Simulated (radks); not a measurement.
Results of a calculation; reference values are marked as such.
Polarisability of neutral neon, [Ne], at imaginary frequency. Level of theory: scalar-relativistic Kohn-Sham, LDA (Slater exchange, Perdew-Wang correlation), spin-unpolarised, spherical densities, finite nucleus; Fermi nuclear charge, rms radius 3.0055 fm (a radial shooting solver on a logarithmic mesh with Libxc functionals). Response by self-consistent Sternheimer equations with the Hartree and adiabatic LDA kernel, the relativistic mass of each level held fixed and spin-orbit coupling left out.

w (hartree),alpha1(iw) (bohr^3),alpha2(iw) (bohr^5)
0.00266,3.057,9.689
0.0143,3.056,9.686
0.0360,3.051,9.671
0.0697,3.036,9.622
0.118,2.997,9.500
0.186,2.915,9.242
0.280,2.762,8.754
0.413,2.510,7.937
0.605,2.149,6.747
0.892,1.697,5.257
1.35,1.206,3.655
2.12,0.7421,2.179
3.59,0.3702,1.037
6.94,0.1319,0.3458
17.5,0.02544,0.06117

Static values: alpha1 = 3.057 bohr^3 (0.4530 angstrom^3; uncoupled 3.490), alpha2 = 9.689 bohr^5, alpha3 = 65.38 bohr^7. C6 = 7.409, C8 = 114.9, triple-dipole C9 = 15.75 atomic units. One-pole (London) frequency 4 C6 / (3 alpha1^2) = 1.057 hartree, against 0.497 for minus the highest occupied eigenvalue. Recommended static value: 2.6611 bohr^3 (Schwerdtfeger and Nagle, 2023 table).
